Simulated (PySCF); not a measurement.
B(F)2(Et) (C₂H₅BF₂), SMILES CCB(F)F. Geometry: TPSSh-D3(BJ)/def2-SVP. One conformer was computed; it need not be the lowest.

Computed equilibrium geometry at TPSSh-D3(BJ)/def2-SVP (PySCF confirms it by a frequency run) as bond lengths and angles, and its point group (one conformer of several):
point group Cs.
Atoms: B1 F2 F3 C4 C5 H6 H7 H8 H9 H10. Bonds (Å): B1–F2 1.330, B1–F3 1.330, B1–C4 1.567, C4–C5 1.532, C4–H6 1.107, C4–H7 1.107, C5–H8 1.101, C5–H9 1.101, C5–H10 1.101. Bond angles (°): F2–B1–F3 115.8, F2–B1–C4 122.7, F3–B1–C4 121.5, B1–C4–C5 115.9, B1–C4–H6 107.2, B1–C4–H7 107.2, C5–C4–H6 110.9, C5–C4–H7 110.9, H6–C4–H7 104.0, C4–C5–H8 111.3, C4–C5–H9 111.3, C4–C5–H10 111.5, H8–C5–H9 107.2, H8–C5–H10 107.7, H9–C5–H10 107.7.
Charge 0, spin multiplicity 1.
